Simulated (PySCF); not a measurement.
A calculated (B97-3, PySCF 2.14, x2c-QZVPPall, scalar relativity by spin-free X2C-1e) atom or ion has these occupied shells.

```
shell  electrons  orbital energy (eV)  rms radius, mean of both spins (bohr)
 1s α          1              -7078.5                                 0.0675
 1s β          1              -7078.5                                 0.0675
 2s α          1              -875.88                                  0.289
 2s β          1              -872.77                                  0.289
 2p α          3              -750.76                                  0.261
 2p β          3              -748.13                                  0.261
 3s α          1              -140.09                                  0.864
 3s β          1              -132.76                                  0.864
 3p α          3              -104.41                                  0.919
 3p β          3              -96.464                                  0.919
 3d α          5              -48.142                                   1.08
```

Task: Name the element and its charge.

Result: Fe³⁺ (iron, charge +3), in [Ar] 3d5, high-spin 6S determinant.
